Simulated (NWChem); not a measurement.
System: SnH, doublet; SMILES [SnH]

NWChem input:

```
start job
memory heap 200 mb stack 900 mb global 1100 mb
geometry units angstroms
  Sn     0.000000     0.000000    -0.010165
  H      0.000000     0.000000     1.747092
end
basis spherical
  * library def2-svp
end
ecp
  Sn library def2-ecp
end
dft
  odft
  mult 2
  xc hfexch
  iterations 150
end
driver
  maxiter 120
end
task dft optimize
dft
  grid fine
  convergence energy 1d-8 density 1d-7
end
task dft freq numerical
```

The state is orbitally degenerate and is run as one real component. No stability test was run on the SCF state. def2 effective core potentials on Sn; no spin-orbit coupling.

The level has its own optimisation; frequencies are unscaled.

Task: Give the results of this calculation. (UHF/def2-SVP with def2 effective core potentials on Sn.) Quantities: basis functions; r H–Sn (Å); highest harmonic frequency (cm⁻¹); zero-point energy (kcal/mol).

Result: 
- number of basis functions: 31
- r H–Sn (Å): 1.770
- highest harmonic frequency (cm⁻¹): 1803
- zero-point energy (kcal/mol): 2.6
